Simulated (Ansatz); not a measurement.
`B[C](=C)[AlH2]` + CH₃NH₂ → `C[NH][AlH2]` + `BC=C` at 600 K and 1 bar (ligand exchange at the Al–C bond).

Program: Ansatz. Geometries: PBE0-D4/def2-TZVP. ΔE: electronic, gas phase. CCSD(T)/CBS is the MP2 limit (def2-TZVPP, def2-QZVPP) plus CCSD(T) − MP2 in def2-TZVPP, frozen cores.

```
         species  CCSD(T)/CBS energy (Eh)  H − E (kJ/mol)  S (J/(mol·K))
`B[C](=C)[AlH2]`               -346.46179           230.9          420.8
          CH₃NH₂                -95.75281           199.3          283.8
   `C[NH][AlH2]`               -338.38977           225.3          362.9
          `BC=C`               -103.86193           203.8          322.8
```

H − E and S are ideal-gas, rigid-rotor, harmonic terms from PBE0-D4/def2-TZVP. 1 Eh = 2625.50 kJ/mol, R = 8.31446 J/(mol·K).

Problem. By hand: ΔE, ΔH, ΔS and ΔG.

Solution. ΔE = (-338.38977) + (-103.86193) − (-346.46179) − (-95.75281) = -0.03710 Eh = -97.4 kJ/mol. Δ(H − E) = 225.3 + 203.8 − 230.9 − 199.3 = -1.1, so ΔH = -98.5 kJ/mol. ΔS = 362.9 + 322.8 − 420.8 − 283.8 = -18.9 J/(mol·K). ΔG = -98.5 − 600 × (-18.9)/1000 = -87.2 kJ/mol.

Problem. By hand: the equilibrium constant, and the temperature at which ΔG would vanish if ΔH and ΔS stayed fixed.

Solution. log₁₀ K = −ΔG/(RT ln 10) = 7.6. ΔG = 0 at ΔH/ΔS = 5212 K, far beyond where these terms or the molecules hold.

ΔH outweighs TΔS. A doubt of 5 kJ/mol in ΔE shifts log₁₀ K by 0.4 here. Modes under 60 cm⁻¹, often nearly free rotors, make the harmonic entropy too high. These are equilibria of isolated gas molecules and say nothing of rates. Largest T1 diagnostic: 0.012 (customary marks: 0.02 for closed shells, 0.045 for open ones).
